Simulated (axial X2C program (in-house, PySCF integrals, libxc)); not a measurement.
## What spin–orbit coupling does to RbS

Computed with an axial X2C code built on PySCF integrals. Spin-free means the one-electron spin-free X2C Hamiltonian; two-component (2c) means X2C with spin–orbit coupling and atomic mean-field two-electron Coulomb and Gaunt terms, so the difference of the two also holds small scalar two-electron terms. Basis: Rb dyall-cv3z [12s13p8d4f1g], S dyall-av3z [9s8p3d2f] (cores contracted in-house); Gaussian nuclei, density fitting, unrestricted open shells. Masses: Rb 84.912 u, S 31.972 u.

Spin-free state: M_S = 1/2, Λ = 1 (beyond evenly filled blocks: π+α, π+β, π-α); fragments Rb + S.

```
  level  Re (Å)  ωe (cm⁻¹)  De (eV)   μ (D)
   PBE0   2.934      213.2    2.601  -10.30
     HF   3.029      203.2    1.504  -11.59
    MP2   2.953      213.6    2.553     n/a
   CCSD   2.971      211.1    2.498     n/a
CCSD(T)   2.967      211.3    2.537     n/a
r2SCAN0   2.946      213.6    2.516  -10.66
```

Correlated methods: 15 electrons correlated (number of frozen shells: Rb 3 s, 2 p, 1 d; S 2 s, 1 p), 261 virtual spin orbitals or spinors in MP2, 90 natural virtuals in coupled cluster.

Dipoles are positive if S is the positive end.

Task: Within this multiplet, which Ω should lie lowest by the rule for regular and inverted multiplets?

Result: The open π shell holds three electrons, one hole, so the multiplet is inverted: Ω = Λ + 1/2 = 3/2. The PBE0 2c search agrees, though Ω = 1/2 of the search lies only 0.04 eV higher.

Two-component determinant lowest at the distance of the search:

Ω = 3/2 (⟨Sz⟩ = 0.50, ⟨Lz⟩ = 1.00 at HF); fragments Rb + S.

```tsv
level	Re (Å)	ωe (cm⁻¹)	De (eV)	μ (D)
PBE0	2.934	213.2	2.621	-10.29
HF	3.028	203.2	1.519	-11.58
MP2	2.953	213.6	2.549	n/a
CCSD	2.971	211.1	2.503	n/a
CCSD(T)	2.967	211.3	2.533	n/a
r2SCAN0	2.946	213.6	2.535	-10.65
```

Task: From the two tables, how do the constants change at the CCSD(T) level (2c against spin-free)?

Result: At the CCSD(T) level Re is unchanged within 0.001 Å and ωe stays the same within 0.2 cm⁻¹; De changes by -0.004 eV.

One determinant describes the state; a PBE0 search over occupations chose it and may have missed a lower one. Dissociation energies refer to the lowest single-determinant-based atoms at the same level and basis. Density functionals use the spin component along the axis (collinear). CCSD and (T) use frozen natural virtuals with an MP2 correction for the truncation; (T) itself is uncorrected, so its De runs slightly low. The 2c atoms are single determinants rather than J levels; their spin–orbit lowering is only partly caught, and De is too large by that part. This holds for PBE0, r2SCAN0. PBE0 can misorder states that lie within some tenths of an eV, so this need not be the ground state of the molecule. The nearest other spin-free determinant of the search, M_S = 1/2, Λ = 0, lies 0.17 eV up at the distance of the search. Without a current term, density functionals place determinants with orbital angular momentum somewhat too high.
